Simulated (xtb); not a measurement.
xtb input:

```bash
xtb mol.xyz --gfn 2 --sp --chrg -1 --uhf 0
```
mol.xyz:
```
12

N      2.08561561    -0.13780306    -0.84352321
Si     1.43572036     0.17656400     0.81849805
O     -0.14200701    -0.68613641     0.79016388
Si    -1.52432227    -0.13202168     0.18071685
N     -1.47625781     0.61842218    -1.39939122
H      1.44204453    -0.06177593    -1.62531068
H      2.56900504    -1.02353679    -0.92186622
H      0.81783147     1.56473778     0.43668861
H     -2.49296554    -1.26162482     0.02419518
H     -2.15600966     0.89260335     1.06037987
H     -1.23876473    -0.00947371    -2.15698728
H     -0.83016284     1.40023480    -1.42701832
```

Problem. Predict the final energy.

Solution. -17.18705 Eh (GFN2-xTB).

It need not be the lowest isomer of its formula. Whether it binds its extra electron was not tested at this geometry.
